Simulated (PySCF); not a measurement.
# Radial density of In⁺ (indium, charge +1)

UHF, [Kr] 4d9 5s2 6s1, high-spin 3D determinant (an excited configuration). Calculation: PySCF 2.14, in aug-cc-pV5Z-PP with ECP28MDF; scalar relativity through the core potential. This is the valence pseudo-density: the core potential removes the inner electrons and smooths the orbitals near the nucleus.

```csv
r (bohr),4πr²ρ (e/bohr),4πr²(ρα − ρβ)
0.00841,1.191e-05,0.0000
0.0141,2.701e-05,0.0000
0.0238,5.455e-05,0.0000
0.0400,0.0001046,0.0000
0.0673,0.0002993,0.0000
0.113,0.002306,0.0002
0.190,0.03223,0.0027
0.320,0.6571,0.0445
0.539,9.757,0.4677
0.906,20.52,1.0915
1.52,6.074,0.4816
2.56,1.163,0.0197
4.31,0.2430,0.1619
7.25,0.1458,0.1456
12.2,0.004295,0.0043
```

Energies and moments cover only the electrons outside the core potential. The outer electron is Rydberg-like, and this basis confines it to a smaller radius and binds it less than a complete one would.
